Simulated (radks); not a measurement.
All-electron atom: Ta I in [Xe] 4f14 5d3 5f2 (not the ground configuration). Method: Dirac Kohn-Sham, PBE, spin-unpolarised, spherical densities, point nucleus; open shells fill j = l - 1/2 first; computed with a radial shooting solver on a logarithmic mesh with Libxc functionals.

Radial electron density D(r) = 4 pi r^2 rho(r):

```
   r/bohr * D(r) (the largest magnitude, 130, reaches the edge; | marks zero)
 0.003214 |               *
 0.004533 |                       *
 0.006394 |                                *
 0.009019 |                                        *
  0.01272 |                                           *
  0.01795 |                                        *
  0.02531 |                                      *
  0.03571 |                                           *
  0.05037 |                                                      *
  0.07048 |                                                    *
  0.09942 |                                           *
   0.1402 |                                                 *
   0.1978 |                                            *
    0.279 |                          *
   0.3936 |                             *
   0.5552 |                       *
   0.7832 |          *
    1.105 |     *
    1.558 |  *
    2.198 |*
    3.101 *
    4.339 *
     6.12 *
    8.633 *
    12.18 *
    17.18 *
    24.23 *
```

D(r) has 5 maxima, at r = 0.0128, 0.0572, 0.159, 0.426, 9.43 bohr, and minima at 0.0249, 0.103, 0.302, 4.93 bohr, inside which lie 2.03, 11.10, 29.89, 71.08 electrons.
